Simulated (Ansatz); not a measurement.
Ansatz (a first-principles code) input:

Ansatz 0.2 input:
```yaml
crystal:
  periodic: [false, false, false]
  atoms:
    - {symbol: Ag, position_ang: [-0.66249742, -0.57149565, -0.65756720]}
    - {symbol: Cl, position_ang: [0.70303531, 0.60710892, 0.61985985]}
basis:
  gaussian:
    orbitals: def2-TZVP
hamiltonian:
  xc: b3lyp
  dispersion: d3bj
relax: {f_tol: 0.002, max_steps: 150}
```

Problem. Predict the final energy.

Solution. -607.30536 Eh (B3LYP-D3(BJ)/def2-TZVP). The basis has 77 functions.
